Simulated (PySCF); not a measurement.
Delta-SCF ions had no search for a lower state. Excitations are Tamm–Dancoff values on a coarser integration grid. The basis has no diffuse functions, so Rydberg states are missing or too high.

Cartesian coordinates (Å):
```xyz
12

C     -0.5477    -1.0852    -0.6846
N      0.1073    -0.0112     0.0578
C     -0.6926     1.2107     0.0299
B      1.3340    -0.1352     0.7047
I      2.4698    -1.9907     0.7006
I      2.2490     1.5132     1.7905
H      0.0488    -2.0022    -0.6621
H     -1.5396    -1.2956    -0.2494
H     -0.6958    -0.7833    -1.7356
H     -1.6861     1.0225     0.4715
H     -0.2051     2.0152     0.5888
H     -0.8420     1.5417    -1.0120
```
Charge 0, spin multiplicity 1.

Problem. Give the total energy, LUMO, T1 excitation (TDA), vertical ionisation energy (Delta-SCF), HOMO, S1 excitation (TDA), S1–T1 gap (TDA) and dipole moment at the level ωB97X-D3(BJ)/def2-TZVP // B3LYP-D3(BJ)/def2-SVP (PySCF).

Solution. 
* **total energy**: -755.2602 Ha
* **LUMO**: 1.47 eV
* **T1 excitation (TDA)**: 5.18 eV
* **vertical ionisation energy (Delta-SCF)**: 9.22 eV
* **HOMO**: -9.29 eV
* **S1 excitation (TDA)**: 5.74 eV
* **S1–T1 gap (TDA)**: 0.56 eV
* **dipole moment**: 3.43 D
